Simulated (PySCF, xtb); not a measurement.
Be(I)(OSiH3) (BeH₃IOSi), SMILES [Be]([I])[O][SiH3].

GFN2-xTB in xtb at its own geometry gives an orbital gap of 5.90 eV and a dipole moment of 5.78 D.

Geometry optimised at PBE-D3(BJ)/def2-SVP. The def2 effective core potentials stand for the cores of I; spin–orbit coupling is left out. Other conformers were not sampled.

### Question
What does B3LYP/def2-TZVPD run with PySCF give? (Estimate from the structure and the level; the computed values follow.)

### Answer
gap 6.65 eV (levels -7.65 and -1.00 eV), dipole 0.99 D.
